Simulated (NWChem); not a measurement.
GeNH$_{5}$O$_{2}$; SMILES [NH2][GeH]([OH])[OH]

```xyz
9

Ge    -0.0424     0.0090     0.3182
N     -0.1180    -1.6425    -0.4360
O     -1.2497     1.1271    -0.3392
O      1.4927     0.7710    -0.1472
H     -0.2062    -0.1225     1.8374
H     -0.6289    -2.3411     0.0959
H     -0.4282    -1.6664    -1.4038
H     -0.8164     1.8716    -0.7731
H      2.1532     0.1079    -0.3764
```
Atoms are numbered in this order, from 1.

Results from NWChem. STO-3G and 3-21G are far too small for this property and stand as cheap habits. Coordinates come from a PBE0/def2-SVP optimisation. GIAO values for the isolated, static molecule; σ is the absolute isotropic shielding, δ = σ(reference) − σ with the isolated reference molecule computed at the same levels (1H: tetramethylsilane, 15N: ammonia, 17O: water).

| level | δ N2 (ppm) | δ O4 (ppm) | δ H5 (ppm) | δ H6 (ppm) | δ H7 (ppm) | δ H8 (ppm) | δ H9 (ppm) | relative time |
|---|---|---|---|---|---|---|---|---|
| BHandHLYP/pcSseg-1 | 27.5 | 40.1 | 5.11 | 0.74 | 0.58 | 1.09 | 0.96 | 10 |
| PBE/pcSseg-1 | 40.2 | 64.4 | 5.80 | 0.81 | 0.51 | 0.93 | 0.85 | 9 |
| KT2/pcSseg-1 | 38.3 | 61.8 | 5.74 | 0.86 | 0.58 | 0.92 | 0.84 | 8 |
| Hartree-Fock/STO-3G | -48.9 | -100.0 | 2.32 | -1.51 | -1.60 | -3.61 | -3.76 | 1 |

The last column is a rough cost ratio, cheapest run = 1.
